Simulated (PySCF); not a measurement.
LC-wPBE single point of singlet GeCl2 at its PBE0 minimum.

An equivalent PySCF input for this run (the driver started from the density of an earlier step):

```python
from pyscf import gto, scf, dft
mol = gto.M(atom='''
Ge    -0.014441    -0.682668    -0.000000
Cl     0.015275     0.722082     1.681631
Cl     0.015275     0.722082    -1.681631''',
    basis={'Ge': 'def2-SVP', 'Cl': 'def2-SVP'},
    charge=0, spin=0)
mf = dft.RKS(mol, xc='LC_WPBE')
mf.grids.atom_grid = (75, 302)
aux = {'Ge': 'def2-universal-JKFIT', 'Cl': 'def2-universal-JKFIT'}
mf = mf.density_fit(auxbasis=aux)
mf.conv_tol = 1e-08
mf.diis_space = 10
mf.max_cycle = 60
mf.verbose = 4
mf.kernel()
```

Excerpt of the output:

```
init E= -2996.38917585265
  HOMO = -0.385554932369115  LUMO = -0.0325171249994827  gap/eV = 9.60665
cycle= 1 E= -2996.39240332541  delta_E= -0.00323  |g|= 0.0759  |ddm|= 0.169
  HOMO = -0.388715618424408  LUMO = -0.0373383762046648  gap/eV = 9.56146
cycle= 2 E= -2996.39267947119  delta_E= -0.000276  |g|= 0.0685  |ddm|= 0.0947
  HOMO = -0.387231141442313  LUMO = -0.0342893601253609  gap/eV = 9.60404
cycle= 3 E= -2996.39313685363  delta_E= -0.000457  |g|= 0.00381  |ddm|= 0.0324
  HOMO = -0.387190569801859  LUMO = -0.033925406771298  gap/eV = 9.61283
cycle= 4 E= -2996.39315278493  delta_E= -1.59e-05  |g|= 0.000756  |ddm|= 0.0151
  HOMO = -0.387194392576822  LUMO = -0.0339228931624871  gap/eV = 9.61301
cycle= 5 E= -2996.39315376411  delta_E= -9.79e-07  |g|= 0.000187  |ddm|= 0.00358
  HOMO = -0.387180031593835  LUMO = -0.0339050611099272  gap/eV = 9.61310
cycle= 6 E= -2996.39315379598  delta_E= -3.19e-08  |g|= 3.83e-05  |ddm|= 0.000946
  HOMO = -0.387176644915432  LUMO = -0.033905766585812  gap/eV = 9.61299
cycle= 7 E= -2996.39315379688  delta_E= -8.97e-10  |g|= 1.36e-05  |ddm|= 0.000119
  HOMO = -0.387177830626504  LUMO = -0.0339059205805659  gap/eV = 9.61302
Extra cycle  E= -2996.39315379694  delta_E= -5.64e-11  |g|= 6.69e-06  |ddm|= 3.88e-05
converged SCF energy = -2996.39315379694
```

This run, together with those of the ionised and electron-attached species (not shown), took 4.3 s on 2 threads of a shared Arm Neoverse V2 host, with 68 basis functions; the process peaked at 0.65 GiB.
